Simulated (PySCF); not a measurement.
C₃H₆BFO₂. Atoms are numbered in the order given.

```xyz
13

C     -1.6402    -0.6060     0.0000
C     -0.3321    -0.2932     0.0000
O      0.6983    -1.1798     0.0000
C      0.3804    -2.5489     0.0000
B      0.1482     1.2070     0.0000
O     -0.7574     2.2129     0.0000
F      1.4545     1.4978     0.0000
H     -2.3673     0.2082     0.0000
H     -2.0246    -1.6287     0.0000
H      1.3309    -3.0992     0.0000
H     -0.2022    -2.8280    -0.8973
H     -0.2022    -2.8280     0.8973
H     -0.3422     3.0838     0.0000
```

Coordinates come from a ωB97X-D3(BJ)/def2-SVP optimisation. This is a generated structure with no PubChem entry under its InChIKey; it may be hypothetical. One conformer was computed; it need not be the lowest.

Calculation: r2SCAN/def2-TZVP (PySCF).

Isolated molecule, no solvent.

Question: Estimate the frontier levels, gap, dipole moment and polarisability. (An estimate is asked for; the answer gives what the named calculation found.)

Answer: 
```json
{
 "highest_occupied_level": "-5.87 eV",
 "lowest_empty_level": "-1.34 eV",
 "orbital_gap": "4.53 eV",
 "dipole_moment": "0.139 e·Å",
 "quadrupole, principal values (traceless, Buckingham form, about the centre of nuclear charge)": "-9.09, -5.02, 14.11 D·Å",
 "mean_static_polarisability": "58.7 bohr³ (8.70 Å³)",
 "polarisability_principal_values": "41.7, 65.4, 69.1 bohr³"
}
```
